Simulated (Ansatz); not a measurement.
Program: Ansatz. Geometries: PBE0-D4/def2-TZVP. ΔE: electronic, gas phase. CCSD(T)/CBS is the MP2 limit (def2-TZVPP, def2-QZVPP) plus CCSD(T) − MP2 in def2-TZVPP, frozen cores. This one scheme is used for every species. Functionals use def2-TZVPP. B3LYP here is the variant with VWN-RPA as its local correlation; programs differ in this. HSE06 is defined as in plane-wave codes. Elements past krypton have def2 core potentials. For Sn outer-core shells are correlated without core-valence functions, which leaves a few kJ/mol of doubt a bond. One conformer a species, not always the lowest.

`C[N](C)[Sn][OH]` + H₂O → `[OH][Sn][OH]` + `CNC`  (formal hydrolysis of the Sn–N bond)

```csv
level,ΔE (kJ/mol),difference from CCSD(T)/CBS
LDA (SPW92),-23.1,3.0
PBE-D4,-27.7,-1.6
revPBE-D4,-25.3,0.8
BLYP-D4,-28.1,-2.0
r2SCAN-D4,-33.1,-7.0
B97M-V,-37.5,-11.4
PBE0-D4,-28.9,-2.8
B3LYP-D4,-29.9,-3.8
r2SCANh-D4,-33.0,-6.9
r2SCAN0-D4,-32.9,-6.8
HSE06-D4,-28.8,-2.7
CAM-B3LYP-D4,-36.4,-10.3
B2PLYP,-35.9,-9.8
PBE-QIDH,-30.2,-4.1
PBE,-35.7,-9.6
revPBE,-40.6,-14.5
BLYP,-43.9,-17.8
r2SCAN,-35.3,-9.2
PBE0,-36.0,-9.9
B3LYP,-42.8,-16.7
r2SCANh,-35.4,-9.3
r2SCAN0,-35.6,-9.5
HSE06,-35.7,-9.6
BHLYP,-44.5,-18.4
CAM-B3LYP,-44.0,-17.9
LC-ωPBE,-42.4,-16.3
RPA@PBE/def2-TZVPP,-26.8,-0.7
HF/def2-SVP,-41.5,-15.4
MP2/def2-SVP,-20.9,5.2
CCSD/def2-SVP,-25.9,0.2
CCSD(T)/def2-SVP,-22.0,4.1
HF/def2-TZVPP,-52.8,-26.7
MP2/def2-TZVPP,-21.5,4.6
CCSD/def2-TZVPP,-30.4,-4.3
CCSD(T)/def2-TZVPP,-25.7,0.4
HF/def2-QZVPP,-53.4,-27.3
MP2/def2-QZVPP,-21.9,4.2
HF/CBS(def2),-53.5,-27.4
MP2/CBS(def2),-21.9,4.2
CCSD/CBS(def2),-30.8,-4.7
CCSD(T)/CBS,-26.1,0
```

Largest T1 diagnostic among the species: 0.018.

At CCSD(T), def2-SVP lies +4.1 kJ/mol from the extrapolated value and def2-TZVPP +0.4 kJ/mol. In def2-TZVPP, CCSD(T) changes the Hartree–Fock value by +27.1 kJ/mol (the triples alone add +4.7 kJ/mol) and MP2 by +31.3 kJ/mol. The D4 term adds +12.8 kJ/mol with B3LYP and +7.1 kJ/mol with PBE0; it sums over pairs of atoms, weighted by their polarisabilities, and B3LYP, whose exchange is more repulsive, gets the larger term.
